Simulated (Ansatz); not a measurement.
Computed with Ansatz.

A structure relaxed at PBE0-D4/def2-TZVP, charge 0, multiplicity 2:

```xyz
9

C     1.117   -0.615    0.642
O    -0.023    0.115    1.044
Si   -0.948    1.062    0.096
F    -2.258    1.310    0.970
Se   -1.659    0.034   -1.836
H     0.911   -1.204   -0.257
H     1.383   -1.290    1.455
H     1.963    0.051    0.448
H    -0.486    0.536   -2.563
```

(1) Give its formula and SMILES.

(2) Summarise the bond lengths by kind.

## Answers

(1) CH4FOSeSi, `CO[Si](F)[SeH]`.

(2) 1 × C–O 1.412 Å; 3 × C–H 1.090 to 1.095 Å; 1 × O–Si 1.629 Å; 1 × F–Si 1.594 Å; 1 × Se–Si 2.300 Å; 1 × H–Se 1.468 Å.
